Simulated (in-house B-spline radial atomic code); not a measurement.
# Ionising P5+ with different functionals

Computed with an all-electron radial atomic-structure program (B-spline basis): scalar-relativistic (spin-free X2C) Hamiltonian, Fermi nucleus of rms radius 3.1889 fm, spin-polarised at highest spin, spherical fractional occupations for the functionals, and exact exchange of hybrids averaged over the configuration. The ionisation energy is the difference of two self-consistent energies, [He] 2s2 2p6 → [He] 2s2 2p5, without Breit or QED terms; ε is the level of the shell that loses the electron (its least bound occupied spin orbital).

```
   method                    rung  ΔSCF (eV)  -ε(2p) (eV)
     PBE0           global hybrid     220.78       205.82
    B3LYP           global hybrid          ?            ?
    TPSSh           global hybrid     221.22       202.74
BHandHLYP           global hybrid     220.73       211.79
  r2SCAN0           global hybrid     222.04       207.40
    B97-1           global hybrid     220.88       204.95
    HSE06  range-separated hybrid          ?            ?
    wB97X  range-separated hybrid     220.64       207.24
CAM-B3LYP  range-separated hybrid     220.95       206.83
  LC-wPBE  range-separated hybrid     220.88       205.84
```

What does HSE06 give?

ΔSCF 220.75 eV, and -ε(2p) = 205.34 eV.

What does B3LYP give?

ΔSCF 221.04 eV, and -ε(2p) = 204.87 eV.

Among the functionals, which spreads more, the ΔSCF values or the orbital energies?

The orbital energies: ΔSCF values span about 1.40 eV and the orbital energies 9.05 eV; here energy differences depend much less on the functional than eigenvalues do.

How do they compare with the NIST value?

NIST lists 220.43 eV ± 0.005 (semi-empirical, ground level to ground level). Errors run from +0.21 to +1.61 eV; wB97X is closest (+0.21 eV), but part of that can be cancellation, since the calculations leave out spin-orbit coupling, Breit-QED terms, multiplet and fine-structure energies.
